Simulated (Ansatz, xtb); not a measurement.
**C2H4F3GeNSi: which of two isomers lies lower**

Structure I: `N#[C][GeH2][SiH2]C(F)(F)F`, a singlet. Structure II: `N#C[SiH2][GeH2][C](F)(F)F`, a singlet. Both are isolated molecules in the gas phase, relaxed with B3LYP-D3(BJ)/def2-SVP; each stands in its lowest conformer found.

Quicker runs give these differences E(II) − E(I): GFN2-xTB −15.63 kJ/mol; HF/STO-3G +6.28 kJ/mol (at GFN2-xTB geometries); r2SCAN-D4/def2-SVP −13.85 kJ/mol (at GFN2-xTB geometries).

Question: Which of the two would you expect CCSD(T)/def2-SVP + ΔMP2/def2-TZVPP electronic energies to favour?

Answer: Structure II; the calculation gives E(II) − E(I) = −6.38 kJ/mol.

Level by level:

| level | geometry | E(II) − E(I) (kJ/mol) | departure from the last row (kJ/mol) | job, with rough time for the two |
| --- | --- | --- | --- | --- |
| GFN2-xTB | GFN2-xTB | −15.63 | −9.25 | optimisation, 0.57 s |
| HF/STO-3G | GFN2-xTB | +6.28 | +12.66 | single point, 3 s |
| r2SCAN-D4/def2-SVP | GFN2-xTB | −13.85 | −7.48 | single point, 11 s |
| B3LYP-D3(BJ)/def2-SVP | B3LYP-D3(BJ)/def2-SVP | −10.50 | −4.12 | optimisation, 4.3 min |
| HF/def2-SVP | B3LYP-D3(BJ)/def2-SVP | −5.13 | +1.25 | part of the CCSD(T) run |
| MP2/def2-SVP | B3LYP-D3(BJ)/def2-SVP | −8.19 | −1.81 | part of the CCSD(T) run |
| CCSD(T)/def2-SVP | B3LYP-D3(BJ)/def2-SVP | −7.31 | −0.93 | single point |
| CCSD(T)/def2-SVP + ΔMP2/def2-TZVPP | B3LYP-D3(BJ)/def2-SVP | −6.38 |  | single point, 6 min |

As drawn, both hold the same kinds of bond in the same numbers.

HF/STO-3G puts the two in the other order. The largest departure from CCSD(T)/def2-SVP + ΔMP2/def2-TZVPP is that of HF/STO-3G, 12.66 kJ/mol. A small imaginary or near-zero mode remains, so no thermal terms are given. The last row adds to CCSD(T) the change of the MP2 difference between the two basis sets, here +0.93 kJ/mol.

The correlated steps freeze 20 core orbitals; the filled d shell of Ge is correlated, in a basis made for valence electrons. Run with Ansatz 0.2.0, xtb 6.7.1; the last row on 2 threads of Intel(R) Xeon(R) Processor @ 2.50GHz (Skylake/Cascade Lake) on a shared host.
